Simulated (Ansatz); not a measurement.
The cluster Zn3⁻ (the lowest doublet isomer of a short search) was relaxed with PBE0 (def2-TZVPD) in Ansatz in these states: charge -1 doublet, charge -1 quartet. The geometries follow in no particular order.

A:

```xyz
3

Zn    0.140   -1.478   -0.478
Zn    0.106    1.166   -1.030
Zn   -0.246    0.312    1.508
```

B:

| atom | x (Å) | y (Å) | z (Å) |
| --- | --- | --- | --- |
| Zn1 | -1.421 | -0.323 | 0.025 |
| Zn2 | 0.406 | 0.591 | 1.269 |
| Zn3 | 1.015 | -0.268 | -1.294 |

Problem. Judge from the bond lengths which geometry belongs to which state (an estimate).

Solution. A is the charge -1 doublet (Zn1–Zn2 2.701 Å, Zn2–Zn3 2.701 Å, Zn1–Zn3 2.701 Å); B is the charge -1 quartet (Zn1–Zn2 2.392 Å, Zn2–Zn3 2.770 Å, Zn1–Zn3 2.770 Å).

At PBE0/def2-TZVPD the highest occupied level of the charge -1 doublet lies above zero (up to 0.61 eV). By energy differences its removal costs 0.68 eV (vertical, to the charge 0 singlet, at PBE0/def2-TZVPD); a positive level beside a positive removal energy at the same level points to self-interaction error. At PBE0/def2-TZVPD the highest occupied level of the charge -1 quartet lies above zero (up to 0.56 eV). It is a level of α spin, whose loss leaves a triplet; that state wasn't run at this geometry and level. The electron is either unbound and held by the finite basis, or the level is raised by self-interaction error. At PBE0/def2-TZVPD a doublet lies 1.87 eV below the charge -1 quartet. These are the stationary points nearest to one start from a short search; other shapes may lie lower in each state.
